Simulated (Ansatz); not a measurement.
Input file for Ansatz (a first-principles code): U-CCSD(T)/def2-SVP on ClFHIn (SMILES [F][InH][Cl]), a point of a bond scan (R = 1.863 Å). Elements past Kr take the def2 small-core potentials; no spin–orbit coupling. The run froze 15 orbitals, filled d shells among them.

Ansatz 0.2 input:
```yaml
crystal:
  periodic: [false, false, false]
  atoms:
    - {symbol: In, position_ang: [-0.09474537, -0.41822875, 0.20223357]}
    - {symbol: H, position_ang: [-1.11388954, -1.95275123, 0.47968547]}
    - {symbol: F, position_ang: [1.57814816, -0.11257062, 1.16386102]}
    - {symbol: Cl, position_ang: [-0.50232767, 1.37174079, -1.22580333]}
basis:
  gaussian:
    orbitals: def2-SVP
correlation: {method: ccsd_t, electrons: outside_noble_gas}
scf: {omitted_lower_state_checks: [cluster_reference]}
magnetization: {spin_polarized: true, initial_magnetization: 0}
```

It printed:

```
WARN ansatz: RAYON_NUM_THREADS=1 ignored (pool sized by the plan → 1); use --threads N
Functional definition: HF
these checks for a lower state are left out or cut short: cluster_reference
integrals: 0.06 GiB planned
675 factors; integrals over basis functions are off by at most 4.7e-4 eV
mean field: 0.25 GiB planned
mean field evaluation 1: about -20366.8183 eV, gradient 2.4e1 eV
mean field evaluation 2: about -20366.8784 eV, gradient 2.4e1 eV
mean field evaluation 4: about -20369.4337 eV, gradient 1.3e0 eV
mean field evaluation 8: about -20369.4636 eV, gradient 1.8e-4 eV
mean field -20369.46360939 eV, -748.5639807266 hartree, gradient 3.0e-6 eV, S^2 0.000000; 0 other end points of the search recorded, 0 dependent functions left out
15 core orbitals not correlated, not the lowest: weight in the atoms' cores, before any rotation towards them, 0.718 or more for the frozen orbitals, at most 0.295 for the correlated occupied ones
reference -20369.46360939 eV, -748.5639807266 hartree; 9, 9 occupied and 39, 39 virtual orbitals, 675 factors
second order -10.31312387 eV of doubles, -0.00000000 eV of singles
coupled cluster: 0.16 GiB planned
cycle   1  -10.55570645 eV  change   -2.4e-1 eV  update   8.9e-2
cycle   2  -10.78969382 eV  change   -2.3e-1 eV  update   3.1e-2
cycle   3  -10.88076261 eV  change   -9.1e-2 eV  update   1.8e-2
cycle   4  -10.88234010 eV  change   -1.6e-3 eV  update   4.3e-3
cycle   5  -10.87857745 eV  change    3.8e-3 eV  update   1.9e-3
cycle   6  -10.87829639 eV  change    2.8e-4 eV  update   5.8e-4
cycle   7  -10.87830579 eV  change   -9.4e-6 eV  update   2.1e-4
cycle   8  -10.87828948 eV  change    1.6e-5 eV  update   6.5e-5
cycle   9  -10.87830106 eV  change   -1.2e-5 eV  update   2.2e-5
perturbative correction -0.18939720 eV, -0.0069602186 hartree
Total energy: -20380.53130765 eV, -748.9707111357 hartree
Checks for a lower state left out: cluster_reference
```

The run converged.

Cost: very roughly 3 core-seconds.
